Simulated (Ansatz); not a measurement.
Geometry optimisation, Ansatz, RKS revPBE/6-31G.

Input file:

```yaml
crystal:
  periodic: [false, false, false]
  atoms:
    - { symbol: C, position_ang: [-1.4327, -0.9186, 1.5666] }
    - { symbol: B, position_ang: [-0.1435, -0.0238, 1.507] }
    - { symbol: C, position_ang: [1.0529, -0.4519, 0.575] }
    - { symbol: Si, position_ang: [0.7177, -0.289, -1.2271] }
    - { symbol: C, position_ang: [0.2495, 1.4711, -1.6545] }
    - { symbol: Cl, position_ang: [-0.1322, 1.6288, -3.3696] }
    - { symbol: H, position_ang: [-1.3768, -1.7522, 0.8882] }
    - { symbol: H, position_ang: [-1.6201, -1.2045, 2.5864] }
    - { symbol: H, position_ang: [-2.3266, -0.2219, 1.2712] }
    - { symbol: H, position_ang: [-0.0336, 0.9294, 2.2275] }
    - { symbol: H, position_ang: [1.9423, 0.2064, 0.8215] }
    - { symbol: H, position_ang: [1.3853, -1.4949, 0.8313] }
    - { symbol: H, position_ang: [1.7383, -0.7141, -2.0511] }
    - { symbol: H, position_ang: [-0.5452, -1.1345, -1.5109] }
    - { symbol: H, position_ang: [-0.6278, 1.7964, -1.0367] }
    - { symbol: H, position_ang: [1.1296, 2.1507, -1.3805] }
basis:
  gaussian: { orbitals: "6-31G" }
hamiltonian:
  xc: revpbe
relax:
  f_tol: 0.015
  max_steps: 40
```

Launched with:

```bash
$ ansatz run input.yaml --threads 1 --pin off --max-ram 2048MiB --backend cpu --events-out ev --progress --plain --runs-dir out
```

Where does it end, and by what steps?

It converged. Limits of this set-up: no polarisation functions. After 14 steps the energy has fallen by 0.809 eV; H7 moved furthest, 0.68 Å.

```tsv
step	energy less start (eV)	largest force component (eV/Å)	accepted
0	0.0000	3.000	yes
1	-0.5903	1.629	yes
2	-0.7339	0.514	yes
3	-0.7808	0.388	yes
4	-0.7977	0.192	yes
5	-0.8037	0.136	yes
6	-0.8056	0.071	yes
7	-0.8068	0.054	yes
8	-0.8074	0.077	yes
9	-0.8079	0.058	yes
10	-0.8082	0.017	yes
11	-0.8086	0.022	yes
12	-0.8087	0.025	yes
13	-0.8088	0.016	yes
14	-0.8088	0.012	yes
```

```xyz
16
Properties=species:S:1:pos:R:3
C -1.443 -1.042 1.853
B -0.278 -0.071 1.412
C 0.985 -0.525 0.603
Si 0.661 -0.250 -1.314
C 0.385 1.635 -1.688
Cl 0.174 1.908 -3.564
H -1.355 -2.079 1.482
H -1.465 -1.080 2.964
H -2.436 -0.642 1.566
H -0.381 1.108 1.696
H 1.893 0.066 0.830
H 1.217 -1.604 0.702
H 1.867 -0.722 -2.100
H -0.562 -1.015 -1.774
H -0.530 2.035 -1.227
H 1.245 2.257 -1.396
```

Run time: 95 s on 1 thread of Arm Neoverse V2 (shared host), peak memory 0.15 GiB.
